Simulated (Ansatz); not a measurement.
This geometry of ClH5N2OZr + H3P (14 atoms, charge 0, multiplicity 1) is a first-order saddle point.

Level of theory: RKS PBE/def2-SVP in Ansatz.

```xyz
14
Properties=species:S:1:pos:R:3
Zr 0.397 0.137 0.061
N 0.189 -0.137 2.221
H -0.684 -0.091 2.762
H 0.897 -0.617 2.792
O 2.153 -0.618 -0.206
H 2.689 -1.316 -0.613
Cl -0.268 1.537 -1.788
N -1.063 -1.205 -0.397
H -1.249 -2.076 0.114
H -1.691 -1.149 -1.207
P 0.998 2.802 1.557
H 1.886 2.542 0.447
H -0.111 3.140 0.704
H 0.579 1.200 2.077
```

Problem. Which two structures does it join? (They come from a converged band through this point; their orientation in space is the band's.)

Solution. Bonds broken: P11–H14. Bonds formed: Zr1–P11, N2–H14. ClH5N2OZr + H3P becomes ClH8N2OPZr.

Image 0:

```xyz
14
Properties=species:S:1:pos:R:3
Zr -0.077 -0.328 0.014
N -0.234 -0.312 2.045
H -1.066 0.001 2.563
H 0.518 -0.475 2.725
O 1.799 -0.502 -0.439
H 2.519 -0.918 -0.935
Cl -1.097 1.590 -1.031
N -1.127 -1.964 -0.600
H -1.581 -2.677 -0.018
H -1.284 -2.213 -1.585
P 1.697 3.485 1.763
H 2.726 2.726 1.100
H 0.837 3.443 0.609
H 1.094 2.295 2.314
```

Image 6:

```xyz
14
Properties=species:S:1:pos:R:3
Zr 0.349 0.361 -0.244
N 0.440 -0.219 2.140
H 0.315 -1.230 2.293
H 1.359 0.030 2.529
O 2.088 -0.507 -0.348
H 2.623 -1.266 -0.626
Cl -0.083 1.169 -2.457
N -1.302 -0.845 -0.046
H -1.836 -1.165 0.769
H -1.798 -1.169 -0.887
P 0.331 2.712 1.057
H 1.634 2.521 1.656
H 0.863 3.489 -0.032
H -0.258 0.270 2.719
```

Problem. How far does it lie above each of them?

Solution. 0.85 eV above the first and 1.00 eV above the second. This is the barrier of this one path; another mechanism may lie lower. The orbitals stay closed-shell, which can raise the energy where a bond breaks towards radicals; this wasn't checked here.

Time of the run: 7.4 min on 4 threads of Arm Neoverse V2, with other jobs on the host, peak memory 0.23 GiB.
